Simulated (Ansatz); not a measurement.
C3H8Si, SMILES `C1C[SiH2]C1` (charge 0, multiplicity 1).

Method: Ansatz (a first-principles code) with frozen-core CCSD(T)/6-31g // PBE0-D3(BJ)/def2-TZVP.

Ansatz 0.2 input:
```yaml
crystal:
  periodic: [false, false, false]
  atoms:
    - { symbol: C, position_ang: [-1.04954, -0.017156, -0.234155] }
    - { symbol: C, position_ang: [-0.109808, 1.208097, -0.066047] }
    - { symbol: Si, position_ang: [1.301299, -0.040104, -0.034814] }
    - { symbol: C, position_ang: [-0.170368, -1.14207, 0.377585] }
    - { symbol: H, position_ang: [-2.035278, 0.095089, 0.225903] }
    - { symbol: H, position_ang: [-1.208581, -0.213883, -1.298041] }
    - { symbol: H, position_ang: [-0.180138, 1.980491, -0.830296] }
    - { symbol: H, position_ang: [-0.245138, 1.67203, 0.914435] }
    - { symbol: H, position_ang: [2.431667, 0.111978, 0.925153] }
    - { symbol: H, position_ang: [1.87147, -0.309616, -1.38473] }
    - { symbol: H, position_ang: [-0.286193, -2.135282, -0.053377] }
    - { symbol: H, position_ang: [-0.319392, -1.209575, 1.458385] }
basis:
  gaussian: { orbitals: "6-31g" }
correlation:
  method: ccsd_t
```

Output:

```
Functional definition: HF
777 factors; integrals over basis functions are off by at most 1.8e-4 eV
mean field evaluation 1: about -11074.7238 eV, gradient 2.4e1 eV
mean field evaluation 2: about -11074.7223 eV, gradient 2.4e1 eV
mean field evaluation 4: about -11076.4737 eV, gradient 2.4e0 eV
mean field evaluation 8: about -11076.4923 eV, gradient 9.4e-5 eV
mean field evaluation 16: about -11076.4954 eV, gradient 5.2e-2 eV
mean field -11076.49228705 eV, -407.0535836328 hartree, gradient 1.8e-6 eV, S^2 0.000000; 1 other end points of the search recorded, 0 dependent functions left out
8 core orbitals not correlated
reference -11076.49228705 eV, -407.0535836328 hartree; 12, 12 occupied and 36, 36 virtual orbitals, 777 factors
second order -8.90321951 eV of doubles, -0.00000000 eV of singles
cycle   1  -9.76042597 eV  change   -8.6e-1 eV  update   7.6e-2
cycle   2  -10.18067468 eV  change   -4.2e-1 eV  update   2.8e-2
cycle   3  -10.22790986 eV  change   -4.7e-2 eV  update   7.2e-3
cycle   4  -10.23005141 eV  change   -2.1e-3 eV  update   2.1e-3
cycle   5  -10.23045401 eV  change   -4.0e-4 eV  update   5.8e-4
cycle   6  -10.23046054 eV  change   -6.5e-6 eV  update   1.6e-4
cycle   7  -10.23045803 eV  change    2.5e-6 eV  update   4.6e-5
cycle   8  -10.23046048 eV  change   -2.4e-6 eV  update   1.4e-5
perturbative correction -0.25019265 eV, -0.0091944105 hartree
Total energy: -11086.97294018 eV, -407.4387405314 hartree
```
